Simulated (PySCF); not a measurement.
Compound: C₇H₉O (charge -1).
Numbering: `[CH2:1]=[C:2](/[CH:3]=[CH:4]/[O-:5])[CH:6]1[CH2:7][CH2:8]1`

NICS = −σ at a ghost point: NICS(0) at the centroid of the ring atoms, NICS(1) 1 Å to either side along the normal of their mean plane, zz for the tensor component along that normal. Level: GIAO PBE0/pcSseg-1 (PySCF, non-relativistic, gas phase) on the GFN2-xTB geometry, one conformer.

Ring bond lengths (Å), with Mayer bond orders in brackets: C6–C7 1.501 (0.97), C7–C8 1.499 (0.99), C8–C6 1.500 (0.94).

Problem. What do the NICS probes read (ppm)?

Solution. 
```json
{"ring": "C6–C7–C8", "type": "3-membered carbocycle; formal bonds all single", "NICS(0)": "-42.2", "NICS(1), two faces": "-8.3 / -8.6", "NICS(1)zz, two faces": "-22.2 / -20.1", "rms pucker (Å)": "0.00", "centre to ring atoms, mean (Å)": "0.87"}
```

Problem. What do they say, and how far can they be read as aromaticity?

Solution. 
- C6–C7–C8: mean NICS(1)zz -21.2 ppm, shielded. C6, C7, C8 have four or more neighbours, and the NICS criterion for π rings isn't applied. NICS(0) lies 34 ppm below the mean NICS(1).

Problem. How shielded are the nuclei of the rings and their hydrogens (means over atoms taken as equivalent)?

Solution. 
```csv
atoms,environment,σ isotropic (ppm)
C6,allylic carbon,168.7
C7 (×2),three-membered-ring carbon,179.3
H on C6,methine hydrogen,30.08
H on C7 (×2),methylene hydrogen,31.66
H on C7 (×2),methylene hydrogen,31.42
```

Time: 32 s of wall time (with the writing of density and orbital grids); peak memory 0.82 GiB. Hardware: one thread of an Arm Neoverse V2, on a shared host. This is the whole shielding run at PBE0/pcSseg-1, SCF included.

The values belong to the conformer `[CH2:1]=[C:2](/[CH:3]=[CH:4]/[O-:5])[CH:6]1[CH2:7][CH2:8]1`: C1–C2–C3–C4 -178°, C1–C2–C6–C7 -38°.
